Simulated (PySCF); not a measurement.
These are M06-2X/def2-TZVP // B3LYP-D3(BJ)/def2-TZVP (PySCF) values and carry that method's errors. Gas-phase values, no solvent. Delta-SCF ions had no search for a lower state. Excitations are Tamm–Dancoff values on a coarser integration grid. The basis has no diffuse functions, so Rydberg states are missing or too high.

Reference species (SMILES): `ClC1(Cl)CC1` (neutral, multiplicity 1).

| Quantity | Result |
|---|---|
| vertical ionisation energy (Delta-SCF) | 10.30 eV |
| HOMO–LUMO gap | 10.32 eV |
| S1–T1 gap (TDA) | 0.62 eV |
| S1 oscillator strength | 0.000 |

Changed species: `C/C(Cl)=C\Cl`.

### Question
What does the change do to the vertical ionisation energy (Delta-SCF), HOMO–LUMO gap, S1–T1 gap (TDA) and S1 oscillator strength?

### Answer
the vertical ionisation energy (Delta-SCF) drops by 0.83 eV, to 9.47 eV; the HOMO–LUMO gap drops by 1.41 eV, to 8.91 eV; the S1–T1 gap (TDA) rises by 0.93 eV, to 1.55 eV; the S1 oscillator strength hardly moves.
